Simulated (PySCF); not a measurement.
Radial density of Pt⁺ (platinum, charge +1)

UHF, [Xe] 4f14 5d8 6p1, one real determinant (an excited configuration). All numbers are calculated (PySCF 2.14, scalar relativity through the core potential, in aug-cc-pVTZ-PP with one added diffuse shell each of s, p, d, f, g type with ECP60MDF (7s7p6d4f3g, 113 functions)). This is the valence pseudo-density: the core potential removes the inner electrons and smooths the orbitals near the nucleus.

```csv
r (bohr),4πr²ρ (e/bohr),4πr²(ρα − ρβ)
0.150,0.0001220,0.0000
0.253,0.004625,0.0004
0.425,0.3974,0.0174
0.715,8.940,0.4673
1.20,13.83,1.6027
2.02,3.514,0.8622
3.40,0.5604,0.3845
5.72,0.07850,0.0775
9.63,0.0009246,0.0009
```

⟨L²⟩ = 14.06 against 20 for a pure G term, so this real determinant mixes terms. Energies and moments cover only the electrons outside the core potential. Spin-orbit coupling, absent here, splits the open shell strongly.
